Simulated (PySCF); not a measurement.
C₂H₇N₂, SMILES [CH](CN)N, multiplicity 2.

The structure is a stationary point at B3LYP-D3(BJ)/def2-SVP. The isomer is the one that the SMILES or the coordinates give; other isomers of the formula were not compared. The values are those of a single conformer.

Two levels are set side by side: PBE/def2-TZVP (PySCF) and M06-2X/def2-TZVP (PySCF). Same geometry, gas phase. Differences are taken from unrounded values.

| quantity | M06-2X | PBE | PBE minus M06-2X |
|---|---|---|---|
| α-spin orbital gap (eV) | 7.05 | 3.14 | -3.91 |
| β-spin orbital gap (eV) | 8.86 | 4.12 | -4.74 |
| dipole moment (D) | 0.99 | 0.87 | -0.12 |
| mean polarisability (bohr³) | 43.7 | 46.9 | 3.3 |

PBE's more diffuse valence density responds more strongly to a field. Differences between two approximate levels are no errors against the true value.

Rough cost on one machine, each run with all the roots and properties that it gave: M06-2X against PBE within a factor of 2.
